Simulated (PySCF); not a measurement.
HAl, charge +1, doublet, geometry from GFN2-xTB (such geometries of metal compounds can be far from the true shape) (a state made from the parent by changing its charge; the spin is typed, not shown lowest); MP2/cc-pV(T+d)Z (PySCF).

The PySCF input:
```python
from pyscf import gto, scf, mp

mol = gto.M(
    atom='''
Al   -0.000000   -0.000000   -0.111881
H     0.000000    0.000000    1.454449
''',
    basis='cc-pv(t+d)z',
    charge=1,
    spin=1,
    verbose=4,
)

mf = scf.UHF(mol)
mf.kernel()

pt = mp.MP2(mf, frozen=5)
pt.kernel()
print('E(MP2) = %.10f' % pt.e_tot)
```

What the program printed (banner, timings and long lists left out):

```
PySCF version 2.14.0

[INPUT] verbose = 4
[INPUT] num. atoms = 2
[INPUT] num. electrons = 13
[INPUT] charge = 1
[INPUT] spin (= nelec alpha-beta = 2S) = 1
[INPUT] symmetry False subgroup None
[INPUT] Mole.unit = angstrom
[INPUT] Symbol           X                Y                Z      unit          X                Y                Z       unit  Magmom
[INPUT]  1 Al     0.000000000000   0.000000000000  -0.111881000000 AA    0.000000000000   0.000000000000  -0.211424448542 Bohr   0.0
[INPUT]  2 H      0.000000000000   0.000000000000   1.454449000000 AA    0.000000000000   0.000000000000   2.748510272148 Bohr   0.0

nuclear repulsion = 4.39198875202544
number of shells = 7
number of NR pGTOs = 80
number of NR cGTOs = 53
basis = cc-pv(t+d)z
ecp = {}

******** <class 'pyscf.scf.uhf.UHF'> ********
method = UHF
initial guess = minao
damping factor = 0
level_shift factor = 0
DIIS = <class 'pyscf.scf.diis.CDIIS'>
diis_start_cycle = 1
diis_space = 8
diis_damp = 0
SCF conv_tol = 1e-09
SCF conv_tol_grad = None
SCF max_cycles = 50
direct_scf = True
direct_scf_tol = 1e-13
number electrons alpha = 7  beta = 6
Set gradient conv threshold to 3.16228e-05
init E= -242.253070812636

cycle= 1 E= -242.163058502322  delta_E= 0.09  |g|= 0.138  |ddm|= 1.53
cycle= 2 E= -242.191168733366  delta_E= -0.0281  |g|= 0.0497  |ddm|= 0.855
cycle= 3 E= -242.195465192093  delta_E= -0.0043  |g|= 0.0186  |ddm|= 0.433
cycle= 4 E= -242.196271253166  delta_E= -0.000806  |g|= 0.00706  |ddm|= 0.178
cycle= 5 E= -242.196441437978  delta_E= -0.00017  |g|= 0.00318  |ddm|= 0.0642
cycle= 6 E= -242.196480355467  delta_E= -3.89e-05  |g|= 0.00187  |ddm|= 0.0244
cycle= 7 E= -242.196498704891  delta_E= -1.83e-05  |g|= 0.000428  |ddm|= 0.0277
cycle= 8 E= -242.196499419397  delta_E= -7.15e-07  |g|= 9.25e-05  |ddm|= 0.00596
cycle= 9 E= -242.196499441437  delta_E= -2.2e-08  |g|= 1.63e-05  |ddm|= 0.00104
cycle= 10 E= -242.196499441901  delta_E= -4.64e-10  |g|= 4.08e-06  |ddm|= 0.000132
Extra cycle  E= -242.196499441926  delta_E= -2.5e-11  |g|= 2e-06  |ddm|= 1.55e-05
converged SCF energy = -242.196499441926  <S^2> = 0.77258303  2S+1 = 2.022457

******** <class 'pyscf.mp.ump2.UMP2'> ********
nocc = (np.int64(2), np.int64(1)), nmo = (48, 48)
frozen orbitals 5
E(UMP2) = -242.229834717817  E_corr = -0.0333352758909133
E(SCS-UMP2) = -242.235418481209  E_corr = -0.0389190392836303
E_corr(same-spin) = -0.00124995206015273
E_corr(oppo-spin) = -0.0320853238307606
E(MP2) = -242.2298347178
```
